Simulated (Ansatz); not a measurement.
`CC[O][Sb]([SiH3])[Cl]` → 2 C• + Cl• + 8 H• + O• + Sb• + Si•  (atomization)

Isolated molecules relaxed with PBE0-D4/def2-TZVP in Ansatz; ΔE leaves out vibrations. CCSD(T)/CBS adds triple-zeta CCSD(T) − MP2 to the extrapolated MP2 energy (def2 sets, frozen cores). This one scheme is used for every species, atoms too. Functionals use def2-TZVPP. No spin–orbit coupling; open shells (•) take unrestricted orbitals. Spin–orbit coupling would lower the free atoms: a little for C, Cl, O, Si. def2 core potentials past Kr. Bonds to Sb are less sure, by a few kJ/mol each and by 10 to 20 or more in all where they break to atoms, as the def2 sets lack core-valence functions. One conformer a species, not always the lowest.

| level | ΔE (kJ/mol) |
| --- | --- |
| BHLYP-D4 | 4580.7 |
| r2SCAN0 | 4620.4 |
| MP2/def2-QZVPP | 4696.4 |
| MP2/CBS(def2) | 4756.9 |

(1) What does CCSD(T)/CBS give? (An estimate is asked.)

Largest T1 diagnostic among the species: 0.014.

## Answers

(1) Computed: +4720.0 kJ/mol. The listed levels differ from it by -139.3, -99.6, -23.6, 36.9 kJ/mol.

From PBE to PBE0 (25 % exact exchange), in def2-TZVPP and without D4, ΔE moves by −83.4 kJ/mol: exact exchange takes away binding that semilocal exchange gives to molecules. The D4 term adds +62.5 kJ/mol with B3LYP and +33.5 kJ/mol with PBE0; it sums over pairs of atoms, weighted by their polarisabilities, and B3LYP, whose exchange is more repulsive, gets the larger term. At CCSD(T), def2-SVP lies −348.2 kJ/mol from the extrapolated value and def2-TZVPP −152.1 kJ/mol: correlation converges slowly with the basis, and small sets miss more of it in the bonded molecule than in its fragments.

B3LYP here is the variant with VWN-RPA as its local correlation; programs differ in this.

For atomizations the MP2-based limit and the directly extrapolated one differ by several kJ/mol either way, and by 10 to 25 for some Ge, Se and Sn compounds, so smaller differences from it don't rank the levels.
